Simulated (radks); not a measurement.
Ho16+, 51 electrons, occupied as [Kr] 4d10 4f5 (the NIST ground configuration).

Calculated with a radial shooting solver on a logarithmic mesh with Libxc functionals: scalar-relativistic Kohn-Sham, LDA (Slater exchange, Perdew-Wang correlation), spin-polarised, spherical densities, finite nucleus; open shells are filled with parallel spins first (spin-orbit coupling, left out, can overturn this in heavy ions); Fermi nuclear charge, rms radius 5.2022 fm.

Energy parts (eV):
| part | energy |
|---|---|
| total | -340716.42 |
| kinetic | 368500.90 |
| electron-nucleus | -816051.91 |
| Hartree | 113605.04 |
| exchange-correlation | -6770.46 |

Orbitals (lengths in bohr, moments of r in powers of bohr; r(90%) holds 90 % of the orbital's charge):
orbital,occ.,eigenvalue (eV),r(90%)
1s down,1,-55805.92,0.0376
1s up,1,-55805.90,0.0376
2s up,1,-9642.024,0.136
2s down,1,-9641.884,0.136
2p up,3,-8588.716,0.127
2p down,3,-8588.620,0.127
3s up,1,-2441.117,0.337
3s down,1,-2437.788,0.337
3p up,3,-2119.041,0.342
3p down,3,-2115.738,0.342
3d up,5,-1708.845,0.323
3d down,5,-1706.272,0.323
4s up,1,-765.5230,0.729
4s down,1,-759.3172,0.730
4p up,3,-656.8831,0.774
4p down,3,-650.8304,0.775
4d up,5,-509.7617,0.836
4d down,5,-503.8440,0.837
4f up,5,-345.4357,0.928
4f down,0,-339.4013,0.935
5s up,0,-339.1607,1.42
5s down,0,-335.4150,1.43
5p up,0,-300.7972,1.52
5p down,0,-297.3944,1.53

The highest occupied level is 4f up at -345.44 eV. The spin density at the nucleus is -15.62 e/bohr^3 (1s 0.05, 2s -2.28, 3s -20.66, 4s 7.28). The density falls to 0.001 e/bohr^3 at r = 1.70 bohr. Summed over all electrons, <r^2> = 9.329 bohr^2, which gives a Langevin (diamagnetic) susceptibility term of -7.39 x 10^-6 cm^3/mol. The electron density at the nucleus is 8.433e+05 e/bohr^3 (large components only).
